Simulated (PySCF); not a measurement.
**Mayer bond orders and bond lengths**

Compound: C7H11N3.
Numbering: `[CH2:1]=[CH:2][CH2:3][n:4]1[cH:5][c:6]([CH2:7][CH3:8])[n:9][n:10]1` (hydrogens: H11, H12 on C1; H13 on C2; H14, H15 on C3; H16 on C5; H17, H18 on C7; H19, H20, H21 on C8)

Geometry (GFN2-xTB, Å), atoms numbered from 1 in this order:
```
atom  x, y, z in Å
C1    -3.403   -1.355    0.315
C2    -2.662   -0.511   -0.376
C3    -2.233    0.838    0.123
N4    -0.804    0.983    0.034
C5     0.149    0.253    0.657
C6     1.340    0.787    0.210
C7     2.741    0.390    0.520
C8     3.148   -0.854   -0.272
N9     1.035    1.787   -0.646
N10   -0.236    1.894   -0.744
H11   -3.765   -1.116    1.302
H12   -3.691   -2.314   -0.081
H13   -2.303   -0.763   -1.365
H14   -2.658    1.629   -0.502
H15   -2.556    0.985    1.159
H16   -0.084   -0.541    1.335
H17    2.832    0.189    1.590
H18    3.397    1.221    0.260
H19    2.493   -1.691   -0.033
H20    3.082   -0.656   -1.339
H21    4.171   -1.135   -0.033
```

Bond orders from the PBE0/pcSseg-1 density (PySCF). Isolated species at its GFN2-xTB geometry (one conformer only).

Q: How far do the computed orders between heavy atoms stray from the drawn ones?

A: The largest departure is 0.366, at N4–C5 (drawn aromatic, 1.134), counting aromatic bonds as 1.5. Drawn single, order below 0.88: C3–N4 (0.877). The bonds drawn aromatic range from 1.13 to 1.47.

Q: Set the Mayer orders of the bonds between heavy atoms beside their lengths.

A: 
| bond | drawn as | length (Å) | Mayer order |
| --- | --- | --- | --- |
| C1–C2 | double | 1.319 | 1.968 |
| C2–C3 | single | 1.501 | 1.036 |
| C3–N4 | single | 1.439 | 0.877 |
| N4–C5 | aromatic | 1.353 | 1.134 |
| C5–C6 | aromatic | 1.380 | 1.414 |
| C6–C7 | single | 1.488 | 1.041 |
| C7–C8 | single | 1.529 | 1.046 |
| C6–N9 | aromatic | 1.351 | 1.349 |
| N9–N10 | aromatic | 1.279 | 1.467 |
| N10–N4 | aromatic | 1.326 | 1.179 |

By pair of heavy elements: C–C: lowest C2–C3 (1.036, 1.501 Å), highest C1–C2 (1.968, 1.319 Å). C–N: lowest C3–N4 (0.877, 1.439 Å), highest C6–N9 (1.349, 1.351 Å). N–N: lowest N10–N4 (1.179, 1.326 Å), highest N9–N10 (1.467, 1.279 Å).

Q: And the bonds to hydrogen?

A: C–H: 0.93 to 0.99 (11 bonds).

Q: Sum the orders of all bonds at each heavy atom with more than one neighbour and set the sums beside the valence in the SMILES.

A: C1 3.874 (drawn 4), C2 3.961 (drawn 4), C3 3.784 (drawn 4), N4 3.190 (drawn 3), C5 3.535 (drawn 4), C6 3.804 (drawn 4), C7 3.966 (drawn 4), C8 3.950 (drawn 4), N9 2.816 (drawn 3), N10 2.646 (drawn 3). Orders between atoms that aren't bonded are not in these sums.

Mayer orders depend on the basis set.
